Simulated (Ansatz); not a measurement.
`S[SiH2][GeH2][I]` + HCl → `[Cl][GeH2][I]` + `[SiH3]S` at 600 K and 1 bar (cleavage of the Ge–Si bond).

Calculated with Ansatz (gas phase, PBE0-D4/def2-TZVP geometries, no zero-point term in ΔE). CBS: MP2 limit from def2 TZ/QZ plus the TZ coupled-cluster correction, frozen cores. This one scheme is used for every species. def2 core potentials past Kr. For Ge, I outer-core shells are correlated without core-valence functions, which leaves a few kJ/mol of doubt a bond. Scalar relativity is left out up to krypton. One conformer a species, not always the lowest.

| species | CCSD(T)/CBS energy (Eh) | H − E (kJ/mol) | S (J/(mol·K)) |
| --- | --- | --- | --- |
| `S[SiH2][GeH2][I]` | -3063.48207 | 180.0 | 491.1 |
| HCl | -460.38127 | 35.4 | 207.2 |
| `[Cl][GeH2][I]` | -2834.60434 | 86.3 | 381.5 |
| `[SiH3]S` | -689.27336 | 126.3 | 326.2 |

H − E and S are ideal-gas, rigid-rotor, harmonic terms from PBE0-D4/def2-TZVP, for one conformer and one mirror image of each species. 1 Eh = 2625.50 kJ/mol, R = 8.31446 J/(mol·K).

Q: By hand: ΔE, ΔH, ΔS and ΔG.

A: ΔE = (-2834.60434) + (-689.27336) − (-3063.48207) − (-460.38127) = -0.01436 Eh = -37.7 kJ/mol. Δ(H − E) = 86.3 + 126.3 − 180.0 − 35.4 = -2.8, so ΔH = -40.5 kJ/mol. ΔS = 381.5 + 326.2 − 491.1 − 207.2 = 9.4 J/(mol·K). ΔG = -40.5 − 600 × (9.4)/1000 = -46.1 kJ/mol.

Q: By hand: the equilibrium constant, and the temperature at which ΔG would vanish if ΔH and ΔS stayed fixed.

A: log₁₀ K = −ΔG/(RT ln 10) = 4.0. ΔH and −TΔS have one sign here, so there is no such temperature.

The number of gas molecules stays the same, so ΔS is small and ΔH decides. A doubt of 5 kJ/mol in ΔE shifts log₁₀ K by 0.4 here. Other conformers and mirror images would add mixing entropy, several J/(mol·K) or more a flexible species. Modes under 60 cm⁻¹, often nearly free rotors, make the harmonic entropy too high. These are equilibria of isolated gas molecules and say nothing of rates. Largest T1 diagnostic: 0.011 (customary marks: 0.02 for closed shells, 0.045 for open ones).

ΔS is within the doubt of such terms, so its sign, and with it that verdict, could turn.
